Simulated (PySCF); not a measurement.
PySCF input (M06-2X/6-311+G**):

```python
from pyscf import gto, dft

mol = gto.M(
    atom='''
    C    -1.97147400    0.00614500   -0.66257300
    C    -0.75363000   -0.06505600   -1.11008600
    C     0.64181400   -0.07852400   -0.75701300
    Cl    0.89330900    0.05834200    1.07721600
    H    -2.83343500   -0.02014300   -1.32057000
    H    -2.16927000    0.09607000    0.40617000
    H     1.18428200    0.76444300   -1.17982500
    H     1.13190700   -1.00756900   -1.04042000
    ''',
    basis='6-311+g**',
    charge=0,
    spin=1,
    verbose=4,
)

mf = dft.UKS(mol, xc='m062x')
mf.grids.level = 4
mf.conv_tol = 1e-9
mf.max_cycle = 100
mf.max_memory = 1500
mf.kernel()
if not mf.converged:
    mf = mf.newton()
    mf.kernel(mf.make_rdm1())
mo, _, stable, _ = mf.stability(return_status=True)
if not stable:
    mf.kernel(mf.make_rdm1(mo, mf.mo_occ))
    stable = mf.stability(return_status=True)[2]
mf.dip_moment()
```

Output:

```
PySCF version 2.14.0

[INPUT] verbose = 4
[INPUT] num. atoms = 8
[INPUT] num. electrons = 39
[INPUT] charge = 0
[INPUT] spin (= nelec alpha-beta = 2S) = 1
[INPUT] symmetry False subgroup None
[INPUT] Mole.unit = angstrom
[INPUT] Symbol           X                Y                Z      unit          X                Y                Z       unit  Magmom
[INPUT]  1 C     -1.971474000000   0.006145000000  -0.662573000000 AA   -3.725545921701   0.011612367035  -1.252081507531 Bohr   0.0
[INPUT]  2 C     -0.753630000000  -0.065056000000  -1.110086000000 AA   -1.424154299256  -0.122938022760  -2.097758514714 Bohr   0.0
[INPUT]  3 C      0.641814000000  -0.078524000000  -0.757013000000 AA    1.212852682912  -0.148388854205  -1.430547242735 Bohr   0.0
[INPUT]  4 Cl     0.893309000000   0.058342000000   1.077216000000 AA    1.688109354609   0.110250401559   2.035643216999 Bohr   0.0
[INPUT]  5 H     -2.833435000000  -0.020143000000  -1.320570000000 AA   -5.354416141757  -0.038064753327  -2.495515628317 Bohr   0.0
[INPUT]  6 H     -2.169270000000   0.096070000000   0.406170000000 AA   -4.099326190235   0.181545988787   0.767550060015 Bohr   0.0
[INPUT]  7 H      1.184282000000   0.764443000000  -1.179825000000 AA    2.237968634252   1.444587907841  -2.229546124915 Bohr   0.0
[INPUT]  8 H      1.131907000000  -1.007569000000  -1.040420000000 AA    2.138994228478  -1.904029461602  -1.966108854520 Bohr   0.0

nuclear repulsion = 135.225222355421
number of shells = 60
number of NR pGTOs = 189
number of NR cGTOs = 120
basis = 6-311+g**
ecp = {}

******** <class 'pyscf.dft.uks.UKS'> ********
method = UKS
initial guess = minao
damping factor = 0
level_shift factor = 0
DIIS = <class 'pyscf.scf.diis.CDIIS'>
diis_start_cycle = 1
diis_space = 8
diis_damp = 0
SCF conv_tol = 1e-09
SCF conv_tol_grad = None
SCF max_cycles = 100
direct_scf = True
direct_scf_tol = 1e-13
number electrons alpha = 20  beta = 19
XC library pyscf.dft.libxc version 7.1.2
    S. Lehtola, C. Steigemann, M. J. T. Oliveira, and M. A. L. Marques,  SoftwareX 7, 1–5 (2018)
XC functionals = m062x
    Y. Zhao and D. G. Truhlar,  Theor. Chem. Acc. 120, 215 (2008)
    Y. Zhao and D. G. Truhlar,  Theor. Chem. Acc. 120, 215 (2008)
radial grids:
    Treutler-Ahlrichs [JCP 102, 346 (1995); DOI:10.1063/1.469408] (M4) radial grids

becke partition: Becke, JCP 88, 2547 (1988); DOI:10.1063/1.454033
pruning grids: <function nwchem_prune>
grids dens level: 4
symmetrized grids: False
atomic radii adjust function: <function treutler_atomic_radii_adjust>
small_rho_cutoff = 0
Set gradient conv threshold to 3.16228e-05
tot grids = 177352
init E= -577.191584520528
  alpha nocc = 20  HOMO = -0.189864641944373  LUMO = -0.0209116002959254
  beta  nocc = 19  HOMO = -0.298391685938152  LUMO = -0.189864641944379

WARN: HOMO -0.189864641944373 >= LUMO -0.189864641944379

cycle= 1 E= -576.751247200647  delta_E= 0.44  |g|= 0.237  |ddm|= 1.99
  alpha nocc = 20  HOMO = -0.292312635041169  LUMO = 0.00569284279988484
  beta  nocc = 19  HOMO = -0.327306330555833  LUMO = -0.100684914156479
  HOMO = -0.292312635041  LUMO = -0.100684914156  gap/eV = 5.21446
cycle= 2 E= -576.754224562922  delta_E= -0.00298  |g|= 0.268  |ddm|=  1.3
  alpha nocc = 20  HOMO = -0.278273741813678  LUMO = 0.0164239090038545
  beta  nocc = 19  HOMO = -0.339006029776281  LUMO = -0.0750459369115605
  HOMO = -0.278273741814  LUMO = -0.0750459369116  gap/eV = 5.53011
cycle= 3 E= -576.789878590087  delta_E= -0.0357  |g|= 0.0417  |ddm|= 0.556
  alpha nocc = 20  HOMO = -0.292855976067009  LUMO = 0.0159939749726705
  beta  nocc = 19  HOMO = -0.341328145823374  LUMO = -0.0771968252808945
  HOMO = -0.292855976067  LUMO = -0.0771968252809  gap/eV = 5.86838
cycle= 4 E= -576.791313421572  delta_E= -0.00143  |g|= 0.0244  |ddm|= 0.124
  alpha nocc = 20  HOMO = -0.29051573204529  LUMO = 0.0165376238331583
  beta  nocc = 19  HOMO = -0.33916779625609  LUMO = -0.0703696059841279
  HOMO = -0.290515732045  LUMO = -0.0703696059841  gap/eV = 5.99048
cycle= 5 E= -576.791806627003  delta_E= -0.000493  |g|= 0.00848  |ddm|= 0.0598
  alpha nocc = 20  HOMO = -0.292419199230312  LUMO = 0.0167985989697948
  beta  nocc = 19  HOMO = -0.338025537136453  LUMO = -0.0679184071763141
  HOMO = -0.29241919923  LUMO = -0.0679184071763  gap/eV = 6.10898
cycle= 6 E= -576.79196881751  delta_E= -0.000162  |g|= 0.00416  |ddm|= 0.0395
  alpha nocc = 20  HOMO = -0.293544993870866  LUMO = 0.0166826832159211
  beta  nocc = 19  HOMO = -0.338565860321264  LUMO = -0.067545148659884
  HOMO = -0.293544993871  LUMO = -0.0675451486599  gap/eV = 6.14977
cycle= 7 E= -576.792004356625  delta_E= -3.55e-05  |g|= 0.00172  |ddm|= 0.0153
  alpha nocc = 20  HOMO = -0.293606540890875  LUMO = 0.0167149781863875
  beta  nocc = 19  HOMO = -0.338363253308468  LUMO = -0.0671868449987092
  HOMO = -0.293606540891  LUMO = -0.0671868449987  gap/eV = 6.16119
cycle= 8 E= -576.79201342143  delta_E= -9.06e-06  |g|= 0.000713  |ddm|= 0.00783
  alpha nocc = 20  HOMO = -0.293706457741527  LUMO = 0.0167012309347587
  beta  nocc = 19  HOMO = -0.338473459780335  LUMO = -0.0671934167797154
  HOMO = -0.293706457742  LUMO = -0.0671934167797  gap/eV = 6.16373
cycle= 9 E= -576.792015380673  delta_E= -1.96e-06  |g|= 0.000306  |ddm|= 0.00365
  alpha nocc = 20  HOMO = -0.293693422574645  LUMO = 0.0167042462460672
  beta  nocc = 19  HOMO = -0.338481011554042  LUMO = -0.0671884491514714
  HOMO = -0.293693422575  LUMO = -0.0671884491515  gap/eV = 6.16351
cycle= 10 E= -576.792015708809  delta_E= -3.28e-07  |g|= 9.87e-05  |ddm|= 0.00139
  alpha nocc = 20  HOMO = -0.293699614589777  LUMO = 0.0167046635950913
  beta  nocc = 19  HOMO = -0.338495482163677  LUMO = -0.0671948340774426
  HOMO = -0.29369961459  LUMO = -0.0671948340774  gap/eV = 6.16351
cycle= 11 E= -576.792015730927  delta_E= -2.21e-08  |g|= 3.95e-05  |ddm|= 0.00047
  alpha nocc = 20  HOMO = -0.293702079693661  LUMO = 0.0167042333588602
  beta  nocc = 19  HOMO = -0.338493417680164  LUMO = -0.0671964492871356
  HOMO = -0.293702079694  LUMO = -0.0671964492871  gap/eV = 6.16353
cycle= 12 E= -576.792015732651  delta_E= -1.72e-09  |g|= 2.48e-05  |ddm|= 0.000159
  alpha nocc = 20  HOMO = -0.293699506914223  LUMO = 0.0167050201871059
  beta  nocc = 19  HOMO = -0.338493557812167  LUMO = -0.0671933968952614
  HOMO = -0.293699506914  LUMO = -0.0671933968953  gap/eV = 6.16355
cycle= 13 E= -576.792015733047  delta_E= -3.96e-10  |g|= 8.32e-06  |ddm|= 6.86e-05
  alpha nocc = 20  HOMO = -0.293702578378241  LUMO = 0.0167046236710629
  beta  nocc = 19  HOMO = -0.338494435919087  LUMO = -0.0671957314305236
  HOMO = -0.293702578378  LUMO = -0.0671957314305  gap/eV = 6.16357
Extra cycle  E= -576.792015733072  delta_E= -2.49e-11  |g|= 9.44e-06  |ddm|= 2.51e-05
converged SCF energy = -576.792015733072  <S^2> = 0.7658301  2S+1 = 2.0157679
uhf_internal: lowest eigs of H = [0.21121763 0.28880929 0.3421033 ]
<class 'pyscf.dft.uks.UKS'> wavefunction is stable in the internal stability analysis
Dipole moment(X, Y, Z, Debye): -0.33382, -0.11406, -1.57427
```

The geometry given is a B3LYP-D3(BJ)/def2-TZVP minimum.
